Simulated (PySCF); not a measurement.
Isomers of C8H14O2, one GFN2-xTB conformer each. Single-point energies are computed at PBE0/pcSseg-1 (PySCF, gas phase, no added dispersion term), electronic only.

```tsv
SMILES	GFN2-xTB relative energy (kJ/mol)
CC/C(C)=C(/C)OC(C)=O	0.0
COC[C@@H](C)O[C@H]1C=CC1	192.4
COC[C@@H]1CCCCC1=O	2.0
C=CCC(=O)OC(C)(C)C	29.0
CCCCC(=O)OC1CC1	25.6
CCC1=C[C@@](CO)(OC)C1	159.4
```

Conformers: `[CH3:1][CH2:2]/[C:3]([CH3:4])=[C:5](/[CH3:6])[O:7][C:8]([CH3:9])=[O:10]` with C1–C2–C3–C4 76°, C3–C5–O7–C8 86°, C5–O7–C8–C9 -179°; `[CH3:1][O:2][CH2:3][C@@H:4]([CH3:5])[O:6][C@H:7]1[CH:8]=[CH:9][CH2:10]1` with C1–O2–C3–C4 177°, O2–C3–C4–C5 159°, C3–C4–O6–C7 69°, C4–O6–C7–C8 165°; `[CH3:1][O:2][CH2:3][C@@H:4]1[CH2:5][CH2:6][CH2:7][CH2:8][C:9]1=[O:10]` with C1–O2–C3–C4 179°, O2–C3–C4–C5 -64°, C3–C4–C5–C6 -179°, C4–C5–C6–C7 58°, C5–C6–C7–C8 -58°, C6–C7–C8–C9 56°; `[CH2:1]=[CH:2][CH2:3][C:4](=[O:5])[O:6][C:7]([CH3:8])([CH3:9])[CH3:10]` with C1–C2–C3–C4 126°, C2–C3–C4–O5 15°, C3–C4–O6–C7 -179°; `[CH3:1][CH2:2][CH2:3][CH2:4][C:5](=[O:6])[O:7][CH:8]1[CH2:9][CH2:10]1` with C1–C2–C3–C4 180°, C2–C3–C4–C5 171°, C3–C4–C5–O6 -28°, C4–C5–O7–C8 178°, C5–O7–C8–C9 144°; `[CH3:1][CH2:2][C:3]1=[CH:4][C@@:5]([CH2:6][OH:7])([O:8][CH3:9])[CH2:10]1` with C1–C2–C3–C4 -115°, C4–C5–C6–O7 76°, C5–C6–O7–H 29°, C4–C5–O8–C9 165°.

Problem. What does PBE0/pcSseg-1 give for the same structures?

Solution. 
```json
{"SMILES": "CC/C(C)=C(/C)OC(C)=O", "PBE0/pcSseg-1 E (Eh)": "-463.13730", "PBE0/pcSseg-1 (kJ/mol)": "0.0", "GFN2-xTB (kJ/mol)": "0.0", "point group": "C1"}
{"SMILES": "C=CCC(=O)OC(C)(C)C", "PBE0/pcSseg-1 E (Eh)": "-463.13485", "PBE0/pcSseg-1 (kJ/mol)": "6.4", "GFN2-xTB (kJ/mol)": "29.0", "point group": "C1"}
{"SMILES": "COC[C@@H]1CCCCC1=O", "PBE0/pcSseg-1 E (Eh)": "-463.13104", "PBE0/pcSseg-1 (kJ/mol)": "16.4", "GFN2-xTB (kJ/mol)": "2.0", "point group": "C1"}
{"SMILES": "CCCCC(=O)OC1CC1", "PBE0/pcSseg-1 E (Eh)": "-463.12346", "PBE0/pcSseg-1 (kJ/mol)": "36.3", "GFN2-xTB (kJ/mol)": "25.6", "point group": "C1"}
{"SMILES": "CCC1=C[C@@](CO)(OC)C1", "PBE0/pcSseg-1 E (Eh)": "-463.06489", "PBE0/pcSseg-1 (kJ/mol)": "190.1", "GFN2-xTB (kJ/mol)": "159.4", "point group": "C1"}
{"SMILES": "COC[C@@H](C)O[C@H]1C=CC1", "PBE0/pcSseg-1 E (Eh)": "-463.04575", "PBE0/pcSseg-1 (kJ/mol)": "240.4", "GFN2-xTB (kJ/mol)": "192.4", "point group": "C1"}
```

Both levels put the same isomer lowest; measured from each level's own lowest isomer, the values differ by up to 48.0 kJ/mol (COC[C@@H](C)O[C@H]1C=CC1: 192.4 against 240.4). As drawn, the lowest has a C=O bond and a C(=O)–O unit, which the highest lacks; the highest has a four-membered ring, which the lowest lacks. Neighbours about 10 kJ/mol apart or less (CC/C(C)=C(/C)OC(C)=O and C=CCC(=O)OC(C)(C)C; C=CCC(=O)OC(C)(C)C and COC[C@@H]1CCCCC1=O) can change places with a better method, another conformer or zero-point energy.

Problem. Which frontier levels, dipoles and rotational constants go with these structures?

Solution. 
```json
{"SMILES": "CC/C(C)=C(/C)OC(C)=O", "HOMO (eV, PBE0/pcSseg-1)": "-6.67", "LUMO (eV)": "0.36", "dipole (D)": "1.52", "A, B, C (MHz)": "1756, 1046, 781.8"}
{"SMILES": "C=CCC(=O)OC(C)(C)C", "HOMO (eV, PBE0/pcSseg-1)": "-7.49", "LUMO (eV)": "0.42", "dipole (D)": "2.01", "A, B, C (MHz)": "2999, 653.0, 627.1"}
{"SMILES": "COC[C@@H]1CCCCC1=O", "HOMO (eV, PBE0/pcSseg-1)": "-7.04", "LUMO (eV)": "-0.43", "dipole (D)": "1.95", "A, B, C (MHz)": "2419, 814.1, 646.2"}
{"SMILES": "CCCCC(=O)OC1CC1", "HOMO (eV, PBE0/pcSseg-1)": "-7.80", "LUMO (eV)": "0.45", "dipole (D)": "1.84", "A, B, C (MHz)": "4964, 440.8, 427.2"}
{"SMILES": "CCC1=C[C@@](CO)(OC)C1", "HOMO (eV, PBE0/pcSseg-1)": "-7.02", "LUMO (eV)": "0.37", "dipole (D)": "2.55", "A, B, C (MHz)": "2480, 767.5, 663.0"}
{"SMILES": "COC[C@@H](C)O[C@H]1C=CC1", "HOMO (eV, PBE0/pcSseg-1)": "-6.98", "LUMO (eV)": "0.46", "dipole (D)": "1.81", "A, B, C (MHz)": "1665, 1030, 680.7"}
```
